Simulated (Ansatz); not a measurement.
`[BH2][Zn][SiH2][ZnH]` and `[BH2][Zn][SiH3]` differ in one atom or group.

Ansatz, PBE0-D4/def2-TZVP geometries, multiplicity 1. Each molecule was computed in one conformer, which needn't be the lowest.

Scalar relativity is left out up to krypton.

```tsv
property	`[BH2][Zn][SiH2][ZnH]`
HOMO–LUMO gap (ωB97M-V/def2-TZVPP) / eV	7.52
HOMO–LUMO gap (B3LYP/def2-TZVPP) / eV	3.37
LUMO energy (PBE/def2-TZVPP) / eV	-3.56
size of the dipole moment (ωB97M-V/def2-TZVPP) / D	0.83
LUMO energy (ωB97M-V/def2-TZVPP) / eV	-0.75
HOMO energy (PBE/def2-TZVPP) / eV	-5.47
```

Give the same properties after the change, and the shifts. (Best estimate.)

Ansatz gave: 
```tsv
property	`[BH2][Zn][SiH3]`	shift
HOMO–LUMO gap (ωB97M-V/def2-TZVPP) / eV	7.91	0.39
HOMO–LUMO gap (B3LYP/def2-TZVPP) / eV	3.65	0.28
LUMO energy (PBE/def2-TZVPP) / eV	-3.62	-0.06
size of the dipole moment (ωB97M-V/def2-TZVPP) / D	1.09	0.26
LUMO energy (ωB97M-V/def2-TZVPP) / eV	-0.79	-0.04
HOMO energy (PBE/def2-TZVPP) / eV	-5.72	-0.25
```

With PBE0 the HOMO falls by 0.34 eV and the LUMO falls by 0.05 eV, so the gap widens by about 0.29 eV. PBE moves the HOMO by -0.25 eV and ωB97M-V by -0.43 eV. Dipoles are sizes alone; their direction can turn.

B3LYP here is the variant with VWN-RPA as its local correlation; programs differ in this.
